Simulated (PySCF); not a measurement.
P: excitation energy

P [Ne] 3s2 3p3 (4S) → P [Ne] 3s2 3p2 4s1 (4P), as a difference of total energies. All numbers are calculated (PySCF 2.14, no relativity, point nucleus, in aug-cc-pV(T+d)Z). Correlated levels: valence: [Ne] frozen. The calculations carry no spin-orbit coupling.

```tsv
method	excitation energy (eV)
UHF	6.951
PBE	7.033
PBE0	7.150
r2SCAN	7.374
TPSS	7.212
CAM-B3LYP	7.116
r2SCAN0	7.353
MP2 (valence)	7.247
SCS-MP2 (valence)	7.159
```

**Question.** Estimate what revPBE gives.

**Answer.** 7.054 eV, closest to PBE among the rows shown.

**Question.** Estimate what LDA gives.

**Answer.** 7.037 eV, closest to PBE among the rows shown.

Errors of the correlated levels include the incompleteness of this basis and the frozen core.

The promoted electron is Rydberg-like, and one or two diffuse shells describe it only roughly, which tends to raise the upper state.

For comparison: 6.967 eV (measured; NIST levels, between the centres of gravity of the two terms).
